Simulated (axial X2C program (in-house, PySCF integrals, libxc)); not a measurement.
**Spectroscopic constants of AsTe**

Computed with an in-house relativistic program for diatomic molecules. Spin-free means the one-electron spin-free X2C Hamiltonian; two-component (2c) means X2C with spin–orbit coupling and atomic mean-field two-electron Coulomb and Gaunt terms, so the difference of the two also holds small scalar two-electron terms. Basis: Te dyall-cv3z [11s12p8d4f1g], As dyall-cv3z [9s9p6d4f1g] (cores contracted in-house); Gaussian nuclei, density fitting, unrestricted open shells. Masses: Te 129.906 u, As 74.922 u.

Input file and command:
```json
{"zs": [52, 33], "q": 0, "bas": ["dyall-cv3z", "dyall-cv3z"], "levels": ["PBE0", "HF", "r2SCAN"], "cc": true, "r0": 2.42, "thr": -1.0, "nmax": 90, "npts": 10, "nst": 2, "ntry": 6}
```
```bash
python so2c.py task.json out
```

Keys: zs atomic numbers; q charge; bas basis sets; levels methods; cc coupled cluster on or off; r0 starting distance in Å; thr threshold in hartree for freezing inner shells (an s shell follows its p shell); nmax most natural virtual spinors; npts points on the curve; nst determinants followed; ntry starts of the search. HF also brings MP2.

State, spin-free: M_S = 1/2, Λ = 1 (beyond evenly filled blocks: π+α); electrons by block: σα: 18, σβ: 18, π+α: 10, π+β: 9, π-α: 9, π-β: 9, δ+α: 3, δ+β: 3, δ-α: 3, δ-β: 3. Fragments: Te + As.

State, 2c: Ω = 1/2 (⟨Sz⟩ = -0.50, ⟨Lz⟩ = 1.00 at HF); electrons by block: 1/2: 28, -1/2: 27, 3/2: 12, -3/2: 12, 5/2: 3, -5/2: 3. Fragments: Te + As.

```tsv
Hamiltonian	level	Re (Å)	ωe (cm⁻¹)	ωexe (cm⁻¹)	De (eV)	D0 (eV)	k (mdyn/Å)	μ (D)
spin-free	PBE0	2.336	332.7	1.21	2.86	2.84	3.1	0.16
spin-free	HF	2.477	233.0	n/a	0.643	0.628	1.52	0.48
spin-free	CCSD	2.355	304.2	1.39	2.19	2.17	2.59	n/a
spin-free	CCSD(T)	2.352	319.8	1.29	2.43	2.41	2.86	n/a
spin-free	r2SCAN	2.347	326.4	0.865	2.90	2.88	2.98	0.06
2c	HF	2.483	231.6	n/a	n/a	n/a	1.5	0.38
2c	CCSD	2.367	294.3	1.31	2.07	2.06	2.42	n/a
2c	r2SCAN	2.353	319.6	0.934	n/a	n/a	2.86	-0.01
```

Correlated methods: 11 electrons correlated (number of frozen shells: Te 4 s, 3 p, 2 d; As 3 s, 2 p, 1 d), 281 virtual spin orbitals or spinors in MP2, 90 natural virtuals in coupled cluster.

Dipoles are positive if As is the positive end.

The state is a single determinant with fixed occupations, the lowest that a limited PBE0 search found. De is counted from the lowest determinant-based energies of the atoms at the same level, without counterpoise correction. De is not given where an atomic determinant may have missed its ground term or J level, or where the truncated virtual space spoils (T). Density functionals use the spin component along the axis (collinear). Coupled cluster ran in a truncated set of natural virtual spinors; the MP2 energy of the rest was added. (T) has no such correction and the atoms are truncated less, which lowers De at CCSD(T) by a hundredth of an eV or more. Without a current term, density functionals place determinants with orbital angular momentum somewhat too high. The determinant is spin-polarised beyond a pure state at some levels (its spin-free form has ⟨S²⟩ too high), which makes Re and μ there less reliable. The T1 diagnostic is large, a sign of multireference character. With the outer-core shells frozen, correlated bond lengths of heavy atoms tend to come out a few hundredths of an ångström too long.

No reliable constants came from CCSD(T) (2c), MP2 (2c), MP2 (spin-free), PBE0 (2c): no minimum in range, unconverged points, a curve that is not smooth, a change of character along it, or the two Hamiltonians disagreeing along it.

Rough cost a point (2c) on 1 thread(s) of a shared host, integrals apart: HF 1.3 s, r2SCAN 1.2 s.

The whole task took 3.5 min on 1 thread of AMD EPYC 7R43 64-Core Processor (Zen 3) (shared host).
